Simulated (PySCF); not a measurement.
## Static response to an electric field

C₂H₈F₃NSi₂.
Geometry (GFN2-xTB, Å), atoms numbered from 1 in this order:
```
atom  x, y, z in Å
C1    -0.2276   -1.9180    0.3204
Si2   -0.3940   -0.1204    0.8767
N3     0.6398    0.9363    0.0006
Si4    2.3845    0.9455   -0.0734
C5    -2.1753    0.4740    0.3703
F6    -2.5209    0.1468   -0.8922
F7    -3.1370   -0.0438    1.1615
F8    -2.3168    1.8170    0.4490
H9    -0.3584   -2.0098   -0.7555
H10   -0.9643   -2.5575    0.7989
H11    0.7557   -2.3040    0.5676
H12   -0.3610    0.0518    2.3333
H13    0.2117    1.7806   -0.3494
H14    2.7335    1.4377   -1.4048
H15    2.7913   -0.4391    0.1456
H16    2.9313    1.8115    0.9748
```

Level: PBE0/def2-SVPD (PySCF), static field, nuclei fixed, core orbitals frozen in the response. The polarisability tensor in these axes (au):

```
x   94.41  4.01 -3.27
y    4.01 85.89 -0.68
z   -3.27 -0.68 77.80
```

Question: Diagonalise the tensor; give its mean and Δα, where Δα² is half the sum of the squared differences of the eigenvalues.

Answer: Principal values 77.18, 84.35 and 96.58 au; mean 86.04 au = 12.75 Å³ = 14.19 × 10⁻⁴⁰ C²·m²/J; Δα = 16.98 au (20 % of the mean).

Question: What is the dipole moment, and where does it point?

Answer: (2.68, -0.69, 0.09) D, 2.77 D in size, pointing from the negative to the positive side. Measured along this direction, the outermost atoms are F7 at the negative end and H15 at the positive end.

Question: In a dilute gas of rigid molecules at 250 K, how does the orientational term μ²/3kT compare with the electronic polarisability?

Answer: In Gaussian units μ²/3kT = 74.08 Å³ against 12.75 Å³, a ratio of 5.81; the Debye molar polarisation (4π/3)N_A(α + μ²/3kT) is 219.0 cm³/mol, leaving out the vibrational part.

Question: Find the Langevin capture rate constant for H3+ (3.023 u) meeting this molecule (159.015 u), k = 2.342 × 10⁻⁹ cm³/s × √(α in Å³ / reduced mass in u).

Answer: The reduced mass is 2.97 u, so k = 4.85 × 10⁻⁹ cm³/s. The formula leaves out the permanent dipole, which adds to the capture rate.

Question: Refractivity n − 1 of an ideal gas of it at 500 K and 1 atm, from the electronic α?

Answer: N = p/kT = 1.4678 × 10¹⁹ cm⁻³, so n − 1 = 2π × N × 12.75 × 10⁻²⁴ cm³ = 1176 × 10⁻⁶ at long wavelengths, for an ideal gas.

Question: Give the principal axes and the span of the nuclei along them.

Answer: Largest value along (0.92, 0.36, -0.17), where the nuclei span 6.36 Å; middle along (-0.35, 0.93, 0.08), 4.91 Å; least along (0.19, -0.01, 0.98), 3.58 Å. The response follows the extents in order.

Question: Rayleigh depolarisation ratio (linearly polarised light, static tensor)?

Answer: ρ = 3Δα²/(45ᾱ² + 4Δα²) = 865.5/(333098 + 1154.0) = 0.00259.

The structure is a single GFN2-xTB conformer in the gas phase; no vibrational or solvent corrections.
